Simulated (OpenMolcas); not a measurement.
An OpenMolcas run meant for Co6+ (ANO-RCC-VDZ, DKH2; inactive shells 1s 2s 2p 3s 3p; intended active space 3 electrons in 5 orbitals (3d)). One step of its input:

```
&CASPT2
Multistate=10 1 2 3 4 5 6 7 8 9 10
Frozen=2 3
IPEA=-0.25
Imaginary=0.1
MaxIter=60
WThr=0.0 0.3 0.05
PrWF=0.5
NoMix
```

The run finished. Its levels beside those of a sound run (MS-CASPT2, IPEA 0.25 Eh, imaginary shift 0.1 Eh (closed shells correlated: 3s 3p)), in cm⁻¹ above each run's lowest level:

| Level | This run | Usual run |
| --- | --- | --- |
| 3d³ ⁴F_3/2 | 0.0 | 0.0 |
| 3d³ ⁴F_5/2 | 716 | 716 |
| 3d³ ⁴F_7/2 | 1670 | 1669 |
| 3d³ ⁴F_9/2 | 2821 | 2821 |
| 3d³ ⁴P_1/2 | 21349 | 21601 |
| 3d³ ⁴P_3/2 | 21548 | 21806 |
| 3d³ ⁴P_5/2 | 22482 | 22729 |
| 3d³ ²G_7/2 | 24070 | 24576 |
| 3d³ ²G_9/2 | 25047 | 25547 |
| 3d³ ²D_3/2(1) [51 %] | 28840 | 29381 |
| 3d³ ²P_1/2 | 29480 | 30038 |
| 3d³ ²D_5/2(1) | 31548 | 32101 |
| 3d³ ²P_3/2 [51 %] | 31958 | 32506 |
| 3d³ ²H_9/2 | 35161 | 35402 |

Problem. Which setting is unsound, and how much does it matter here?

Solution. The IPEA shift is negative. Against the sound run the excited levels shown move by 320 cm-1 on average and by 560 cm-1 at most.

Term energies are means over components that CASPT2 splits; among the terms shown or strongly mixed into the levels shown the widest spread is 700 cm-1 (3d³ ²H, this run). The basis is small and was not contracted for so high a charge. Levels of configurations outside the active space are missing.

A share in square brackets marks a mixed level and gives the weight of the term that names it, the lowest over the columns. A number in round brackets counts repeated terms of one configuration in the order of the reference energies.
